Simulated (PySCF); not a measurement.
# Basis and Hamiltonian dependence of the excitation energy of Li

Li [He] 2s1 (2S) → Li [He] 2p1 (2P). All values are computed (PySCF 2.14, energy differences of UHF-based or UKS calculations, no spin-orbit coupling). Values in eV.

```tsv
basis	Hamiltonian	functions	UHF	LDA	PBE0	CCSD(T) (valence and next inner shell)
def2-TZVPPD	non-relativistic	22	1.884	1.655	1.694	1.895
x2c-TZVPPall with one added diffuse shell each of s, p type	spin-free X2C	23	1.936	1.686	1.724	1.944
aug-cc-pVDZ-DK	spin-free X2C	23	1.845	1.605	1.649	n/a
aug-cc-pCVDZ	non-relativistic	27	1.845	1.612	1.651	1.848
ANO-RCC-VTZP	spin-free X2C	30	1.841	1.600	1.641	1.843
aug-cc-pVTZ	non-relativistic	46	1.842	1.601	1.642	n/a
dyall-acv3z	non-relativistic	57	1.841	1.605	1.648	1.858
dyall-av3z	non-relativistic	57	1.841	1.605	1.648	n/a
dyall-acv3z	spin-free X2C	57	1.842	1.605	1.648	1.858
aug-cc-pCVTZ	non-relativistic	59	1.842	1.600	1.642	1.850
aug-cc-pVTZ with one added diffuse shell each of s, p, d, f type	non-relativistic	62	1.842	1.600	1.642	n/a
aug-cc-pVQZ with one added diffuse shell each of s, p, d, f, g type	non-relativistic	105	1.842	1.597	1.639	n/a
aug-cc-pCVQZ	non-relativistic	109	1.841	1.597	1.641	n/a
```

Task: Estimate the row for aug-cc-pVTZ-DK (spin-free X2C, 46 functions).

Result: From the rows with the same Hamiltonian and similar size; the calculation gives UHF 1.84; LDA 1.60; PBE0 1.64 (eV).

Frozen in the all-electron rows: valence: 1s2; valence and next inner shell: nothing.

Reference for a calculation without spin-orbit coupling: 1.848 eV (measured, between term centres; NIST).
